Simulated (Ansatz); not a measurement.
## Cost against result

The pair of Br⁻ (SMILES [Br-], atom 1) and SiH$_{3}$F (SMILES [SiH3]F, atoms 2–6), both closed shells, in one local arrangement (a lower one may exist), relaxed at PBE0-D4/def2-TZVPD:

Br1  (-0.376, -0.816, -2.299)
Si2  (0.043, 0.094, 0.265)
F3  (0.299, 0.647, 1.825)
H4  (-1.415, 0.345, 0.190)
H5  (0.501, -1.302, 0.460)
H6  (0.948, 1.032, -0.441)
(Å)

Interaction energies are counterpoise-corrected; the time is that of the whole pair.

Ansatz 0.2.0; basis: as named in each row; cores frozen in the correlated methods. Filled d shells of the heavier atoms are correlated. The def2 sets are not built for correlating such inner shells, so the correlated values are less sure here. B3LYP uses VWN-RPA correlation. Extrapolation: Hartree–Fock as exp(−7.88 √X), correlation as X^−2.97.

Times are rough, for one single point on 4 threads of a shared host (Intel Xeon Platinum 8488C).

The estimate by CCSD(T) at an estimated basis limit (MP2 extrapolated from triple and quadruple zeta, plus CCSD(T) − MP2 in triple zeta) is -24.47 kcal/mol.

```
   method        basis  time (s)  interaction energy (kcal/mol)  method less estimate
       HF       STO-3G   under 1                          -3.88                 20.58
   PBE-D4       STO-3G   under 1                          -9.60                 14.87
    SPW92     def2-SVP   under 1                         -32.68                 -8.22
   PBE-D4     def2-SVP   under 1                         -28.09                 -3.63
 B3LYP-D4        6-31G   under 1                         -19.67                  4.80
  PBE0-D4     def2-SVP   under 1                         -28.40                 -3.93
   PBE-D4  def2-TZVPPD   under 1                         -25.54                 -1.07
revPBE-D4  def2-TZVPPD   under 1                         -24.57                 -0.11
  CCSD(T)     def2-SVP   under 1                         -22.16                  2.30
  BLYP-D4  def2-TZVPPD         1                         -22.04                  2.43
  PBE0-D4  def2-TZVPPD         1                         -25.67                 -1.20
  wB97M-V     def2-SVP         1                         -27.10                 -2.64
 B3LYP-D4  def2-TZVPPD         1                         -22.80                  1.66
 HSE06-D4  def2-TZVPPD         1                         -25.67                 -1.21
r2SCAN-D4  def2-TZVPPD         2                         -24.93                 -0.47
   B2PLYP  def2-TZVPPD         2                         -21.30                  3.17
   B97M-V  def2-TZVPPD         3                         -23.74                  0.73
  wB97X-V  def2-TZVPPD         3                         -23.81                  0.65
  wB97M-V  def2-TZVPPD         3                         -24.35                  0.11
      MP2  def2-QZVPPD         6                         -24.18                  0.28
  CCSD(T)  def2-TZVPPD        28                         -22.24                  2.23
```

The T1 diagnostic stays at or below 0.013.
